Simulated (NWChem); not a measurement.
System: Si$_{2}$H$_{5}$O$_{2}$F; SMILES O[SiH2]O[SiH2]F

```xyz
10

O      1.2094     1.4993     0.3600
Si    -0.3597     1.5283    -0.1653
O     -1.0194    -0.0036    -0.0348
Si    -0.3979    -1.5070     0.1859
F      1.1526    -1.4569    -0.3269
H      1.7808     0.8347    -0.0420
H     -1.0949     2.4562     0.7257
H     -0.4746     1.9261    -1.5961
H     -1.1263    -2.4850    -0.6565
H     -0.3715    -1.8844     1.6203
```
Atoms are numbered in this order, from 1.

Computed with NWChem. Medium grid unless said otherwise, to which SCAN and Minnesota functionals are sensitive. Structure relaxed at the PBE0/def2-SVP level.

Task: Among these, which level gives the highest value of “dipole (D)”?
A. Hartree-Fock/def2-SVP
B. B3LYP/def2-SVP
C. LDA (Slater exchange, VWN5)/def2-SVP
D. r2SCAN/def2-SVP

Result: A, Hartree-Fock/def2-SVP. Values: LDA (Slater exchange, VWN5)/def2-SVP 0.97; r2SCAN/def2-SVP 1.00; B3LYP/def2-SVP 1.03; Hartree-Fock/def2-SVP 1.30
